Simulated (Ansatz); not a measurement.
Isolated molecules relaxed with PBE0-D4/def2-TZVP in Ansatz; ΔE leaves out vibrations. CBS: MP2 limit from def2 TZ/QZ plus the TZ coupled-cluster correction, frozen cores. This one scheme is used for every species. Functionals use def2-TZVPP. HSE06 is defined as in plane-wave codes. Elements past krypton have def2 core potentials. For Hf, I outer-core shells are correlated without core-valence functions, which leaves a few kJ/mol of doubt a bond. Each species was taken in one conformer, which may not be the lowest.

Reaction (ligand exchange at the Hf–I bond): `[OH][Hf]([F])([F])[I]` + H–F → `[OH][Hf]([F])([F])[F]` + HI

`[OH][Hf]([F])([F])[I]`:

```xyz
6

O     1.349   -0.228   -0.545
Hf   -0.429   -0.041    0.069
F    -1.561    0.356   -1.401
F    -1.006   -1.682    0.827
I    -0.585    1.948    1.928
H     2.232   -0.354   -0.878
```

H–F:

Z-matrix (Å, degrees):
```
F
H 1 0.920
```

`[OH][Hf]([F])([F])[F]`:

Cartesian coordinates in Å:
```
O 0.646 -0.169 -1.271
Hf -0.212 0.054 0.411
F 0.850 1.156 1.547
F -1.915 0.876 0.171
F -0.457 -1.640 1.250
H 1.088 -0.278 -2.107
```

HI:

```xyz
2

I    -0.182    0.770    0.150
H     0.182   -0.770   -0.150
```

```csv
level,ΔE (kJ/mol)
HSE06-D4,-22.2
BHLYP-D4,-26.7
ωB97M-V,-32.1
B2PLYP,-32.1
PBE0,-26.2
HSE06,-25.3
MP2/def2-QZVPP,-11.5
SCS-MP2/def2-QZVPP,-21.5
```

(1) What does CCSD(T)/CBS give? (An estimate is asked.)

Largest T1 diagnostic among the species: 0.016.

Results:

(1) Computed: -20.4 kJ/mol. The listed levels differ from it by -1.8, -6.3, -11.7, -11.7, -5.8, -4.9, 8.9, -1.1 kJ/mol.

Leaving LDA and LC-ωPBE aside and taking each functional with its dispersion term where it has one, the values, not all of them listed here, spread over 25.7 kJ/mol, from BLYP-D4 to PBE-QIDH. LDA lies +4.7 kJ/mol from PBE without D4. In def2-TZVPP, CCSD(T) changes the Hartree–Fock value by +3.7 kJ/mol (the triples alone add +2.7 kJ/mol) and MP2 by +14.4 kJ/mol. From r2SCAN to r2SCAN0 (25 % exact exchange), in def2-TZVPP and without D4, ΔE moves by +7.6 kJ/mol.

CCSD(T)/CBS has its own doubt, a few kJ/mol and more with outer-core shells, so smaller differences from it don't rank the levels.
